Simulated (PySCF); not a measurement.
C8H7O (doublet state).
Structure used (GFN2-xTB), in Å, numbered top down from 1:
```xyz
16
C8H7O angstrom
C     -3.784    1.404   -0.241
C     -2.713    0.851   -0.303
C     -1.476    0.212   -0.371
C     -1.441   -1.197   -0.688
O     -0.437   -1.881   -0.752
C     -0.292    0.955   -0.120
C      0.932    0.445   -0.172
C      2.138   -0.011   -0.199
C      2.848   -0.638    0.965
H     -4.716    1.884   -0.190
H     -2.440   -1.635   -0.877
H     -0.413    2.005    0.126
H      2.698    0.012   -1.127
H      3.789   -0.121    1.147
H      3.066   -1.679    0.734
H      2.234   -0.597    1.860
```

The hyperfine couplings belong to this conformer and change with its torsions.

As a line formula: `C#C/C(C=O)=C/[C]=C\C` [radical].

Method: UKS B3LYP, pcH-1 on C H O, non-relativistic, mean-field spin-orbit, GIAO in PySCF 2.14.0. Isolated species at its GFN2-xTB geometry (one conformer only). The geometry wasn't refined by DFT: couplings that depend on bond lengths, twists or pyramidal angles can differ widely from those at the functional's own minimum. The SCF solution wasn't tested for stability. ⟨S²⟩ is 0.773 where a pure state has 0.75.

(1) Give the principal g shifts and their parts.

(2) Average each term over the three axes. Which is largest in size?

(3) What effective moment and Curie constant follow for a powder?

(4) In a frozen sample, at which fields do the three g values resonate at 9.5, 34, 94 and 263 GHz (hyperfine left aside), and which band first spreads them over more than twice a line width of 0.5 mT?

## Answers

(1) 
```tsv
Δg (ppm)	1	2	3
relativistic mass correction	-174	-174	-174
gauge correction	-5	34	34
orbital Zeeman/spin–orbit	-2	1153	3057
total	-181	1013	2917
```

So g = 2.00214, 2.00333, 2.00524 and g_iso = 2.00357; the tensor is rhombic: the two nearest values differ by 39 % of g3 − g1. Axes: g2 points within 4° of the C3–C6 bond.

(2) The orbital-Zeeman/spin–orbit term 1403, the mass correction -174 and the gauge correction 21 ppm, for a total of 1250 ppm. The orbital-Zeeman/spin–orbit term is the largest in size. The mass correction is the same along every axis, so the anisotropy comes from the other two: their spans along these axes are 39 (gauge) and 3059 ppm (orbital Zeeman/spin–orbit).

(3) With the mean of g² = 4.0143 and S(S+1) = 0.75: μ_eff = √(⟨g²⟩S(S+1)) = 1.735 μB and χT = 0.12505·⟨g²⟩·S(S+1) = 0.376 cm³ K/mol (cgs; spin-Hamiltonian part alone).

(4) 
```
band    GHz  B(g3) mT  B(g2) mT  B(g1) mT  spread mT
   X    9.5    338.49    338.81    339.01       0.52
   Q   34.0   1211.44   1212.59   1213.31       1.87
   W   94.0   3349.27   3352.46   3354.46       5.18
   J  263.0   9370.84   9379.75   9385.34      14.50
```

The spread grows in proportion to the frequency. Q band is the first where it exceeds 1.0 mT.

The Mulliken spin populations are largest on C3 (+0.49), C7 (+0.37), C1 (+0.35) and O5 (+0.18). Four atoms exceed +0.15.

The HOMO–LUMO gaps are 5.08 eV among the α and 2.94 eV among the β orbitals.

Hardware: an Arm Neoverse V1 with one thread, no GPU, shared host with 64 logical CPUs at a one-minute load of 23. Cost: 84 s (with the writing of density and orbital grids), 0.98 GiB resident at most.

The SMILES draws the unpaired electron on C7; the largest computed Mulliken spin population is on C3 (0.49 against 0.37).
